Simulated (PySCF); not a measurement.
**Energy of Mn⁺ (manganese, charge +1) between two integer charges**

The 4s alpha orbital of [Ar] 3d5 4s1 is emptied in steps (occupation f), with all orbitals relaxed, ending at [Ar] 3d5. Calculation: PySCF 2.14, in aug-cc-pVTZ (8s7p5d3f2g, 93 functions); no relativity, point nucleus. The exact energy is a straight line in f; departures are measured from the line between the end points of the same method.

```json
{"f": "1", "PBE0 (eV)": "0.000", "r2SCAN (eV)": "0.000", "LC-wPBE (eV)": "0.000"}
{"f": "0.75", "PBE0 (eV)": "-0.499", "r2SCAN (eV)": "-0.601", "LC-wPBE (eV)": "-0.029"}
{"f": "0.5", "PBE0 (eV)": "-0.668", "r2SCAN (eV)": "-0.797", "LC-wPBE (eV)": "-0.039"}
{"f": "0.25", "PBE0 (eV)": "-0.504", "r2SCAN (eV)": "-0.597", "LC-wPBE (eV)": "-0.031"}
{"f": "0", "PBE0 (eV)": "0.000", "r2SCAN (eV)": "0.000", "LC-wPBE (eV)": "0.000"}
```

Task: For PBE0, how does the orbital energy at f = 1 compare with the removal energy?

Result: −ε = 13.142 eV against a total-energy difference of 15.794 eV. By Janak's theorem ε = ∂E/∂f, so the gap between them reflects the curvature. Along the path −ε is 14.455 (f = 0.75), 15.781 (f = 0.5), 17.128 (f = 0.25) eV.

| method | E(f=0) − E(f=1) (eV) | −ε at f=1 (eV) | −ε at f=0.5 (eV) |
| --- | --- | --- | --- |
| PBE0 | 15.794 | 13.142 | 15.781 |
| r2SCAN | 15.963 | 12.729 | 15.967 |
| LC-wPBE | 15.584 | 15.419 | 15.577 |

Reference removal energy between the ground levels: 15.640 eV (measured; NIST Atomic Spectra Database, ionization energies).
